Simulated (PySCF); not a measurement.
Electron correlation in Sr (strontium, neutral)

[Kr] 5s2, closed-shell 1S. All numbers are calculated (PySCF 2.14, scalar relativity by spin-free X2C-1e, in Sapporo-DKH3-DZP-2012). Frozen: [Kr]; 2 electrons correlated.

Total MP2 correlation energy: -13.42 mhartree.

Same-spin part 0.00 and opposite-spin part -13.42 mhartree; SCS-MP2 scales them by 1/3 and 6/5 to -16.10 mhartree.

With two correlated electrons CCSD is exact within the correlated space (frozen core and kept virtual orbitals).

```
level  correlation energy (mhartree)
 CCSD                         -24.29
```

Diagnostics: T1 = 0.011, D1 = 0.0158, largest double amplitude 0.169.

Is a single reference adequate?

Not fully. A double-excitation amplitude exceeds 0.15, a sign of near-degeneracy.
